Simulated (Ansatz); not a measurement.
[ReOF4]- (ReOF₄⁻). The state is a singlet with charge -1. Geometry PBE0-D4/def2-SVPD; atoms count from 1.

```xyz
6

Re    0.017   -0.028    0.179
O     0.177   -0.285    1.818
F     1.586   -0.634   -0.773
F     0.696    1.714   -0.312
F    -1.684    0.792   -0.232
F    -0.793   -1.559   -0.680
```

In the def2 sets Re takes a core potential; there is no spin–orbit coupling.

Question: Estimate the Mulliken populations from the PBE0/def2-TZVPD orbitals of Ansatz.

Answer: 
| atom | charge (e) | d electrons |
| --- | --- | --- |
| Re1 | 1.80 | 4.36 |
| O2 | -0.55 | – |
| F3 | -0.56 | – |
| F4 | -0.56 | – |
| F5 | -0.56 | – |
| F6 | -0.56 | – |
Mulliken values depend strongly on the basis. With diffuse functions, as here, like atoms can get unlike values, and bond orders can come out too low or too high.

Question: And the Mayer bond orders between heavy atoms (over 0.3)?

Answer: Re1–O2 1.90 (1.67 Å); Re1–F3 0.65 (1.93 Å); Re1–F4 0.65 (1.93 Å); Re1–F5 0.65 (1.93 Å); Re1–F6 0.65 (1.93 Å).
